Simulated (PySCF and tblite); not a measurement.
Results of a calculation; reference values are marked as such.
C₆H₇NO, numbered as in [CH3:1][O:2][c:3]1[cH:4][cH:5][cH:6][n:7][cH:8]1.

Free energies: CAM-B3LYP-D3(BJ)/def2-TZVP (IEF-PCM, chloroform) on PBE0-D3(BJ)/def2-SVP structures plus GFN2-xTB thermal terms, symmetry and mirror images included. Conformers within 3 kcal/mol (GFN2-xTB free energy) were kept, 7 at most. Codes: tblite and PySCF.

An NOE distance is ⟨r⁻⁶⟩^(−1/6) over all pairs of like atoms and, for the average, over conformers.

Torsions listed: C1–O2–C3–C4.

```
conformer  shape  weight %
        1     0°      54.3
        2   180°      45.7
```

**Question.** Which H–H contacts under 3.5 Å would NOEs report (pairs on one atom left out) at 298.15 K?

**Answer.** 
```
     pair  in 1 (Å)  in 2 (Å)  average (Å)
H5 ··· H6      2.50      2.51         2.50
H4 ··· H5      2.50      2.53         2.51
H1 ··· H4      2.51      4.45         2.77
H1 ··· H8      4.44      2.49         2.82
```

Longer pairs under the limit may be missing.

**Question.** In a model where alignment follows shape alone (order matrix 0.002 × (3G/tr G − 1)/2, G the second moments of the atom positions; splitting J + 2D), what are the one-bond C–H dipolar couplings D?

**Answer.** H1 4.9 Hz (4.0 in conformer 1), H4 -1.1 Hz (-8.1 in conformer 1), H5 -7.0 Hz (1.6 in conformer 1), H6 -24.8 Hz (-26.6 in conformer 1), H8 -5.2 Hz (2.4 in conformer 1).
